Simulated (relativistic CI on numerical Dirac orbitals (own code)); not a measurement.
Computed by Dirac-Coulomb-Breit CI, orbitals from a KLI potential per configuration, QED by a radiative potential, unscaled Slater integrals (own radial code, finite nucleus).

The strongest absorption lines from the ground level of an ion, among the configurations computed and to levels below about 100 eV (vacuum wavelength in Å, gf): 128.84 (0.0066), 132.82 (0.43), 134.54 (0.064), 136.32 (0.38), 139.27 (0.12), 140.39 (0.012), 151.07 (0.047), 152.86 (0.044).

Question: Which ion is it?
A. Ga7+
B. Ga9+
C. Co5+
D. Ga11+

Answer: B. Ga9+ has 22 electrons and the ground level 3s²3p⁶3d⁴ ⁵D0; the strongest line goes to 3s²3p⁵3d⁵ ⁵D°1. The pattern of lines fixes the number of electrons, and along that sequence the line energies rise steadily with the charge (about as its square where n changes within one kind of shell, about linearly where n is kept but much faster in heavy ions where fine structure, which grows about as Z⁴, sets the gap, and irregularly where shells cross), which fixes Z. Configurations outside the model, such as inner-shell arrays, can give stronger lines. At this charge energies of transitions that change n are usually good to better than 1 %, and those within a shell (Δn = 0) to a few per cent. Terms inside the open d or f shell come out 10 to 20 % too wide with unscaled integrals.
